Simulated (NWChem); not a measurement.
Molecule: CH₃ClHfS; SMILES [S]=[Hf]([CH3])[Cl]

```xyz
7

Hf    -0.1702    -0.0178     0.6981
S      0.9543     1.8079     0.1047
Cl     0.4793    -1.8462    -0.6431
C     -2.2174     0.4527     0.0395
H     -2.9013    -0.4071     0.2270
H     -2.2358     0.6741    -1.0491
H     -2.6125     1.3565     0.5546
```
Atoms are numbered in this order, from 1.

Level: PBE-D3(BJ)/def2-SVP with def2 effective core potentials on Hf (NWChem), optimised geometry, unscaled harmonic frequencies. def2 effective core potentials on Hf; no spin-orbit coupling.

| frequency (cm⁻¹) | IR intensity (km/mol) |
|---|---|
| 103 | 3.0 |
| 115 | 1.8 |
| 137 | 1.0 |
| 155 | 0.6 |
| 363 | 37.9 |
| 443 | 45.4 |
| 481 | 38.7 |
| 493 | 15.9 |
| 561 | 19.8 |
| 1111 | 3.7 |
| 1333 | 11.5 |
| 1351 | 9.7 |
| 2934 | 2.8 |
| 3036 | 4.8 |
| 3056 | 0.7 |

The zero-point energy is 22.4 kcal/mol and the thermal correction to the enthalpy at 298.15 K (with zero-point energy) comes out as 27.3 kcal/mol. The heat capacity Cv comes out as 20.8 cal/(mol K) and the entropy at 298.15 K and 1 atm (symmetry number 1) is 86.7 cal/(mol K).

Rigid rotor and harmonic oscillator.
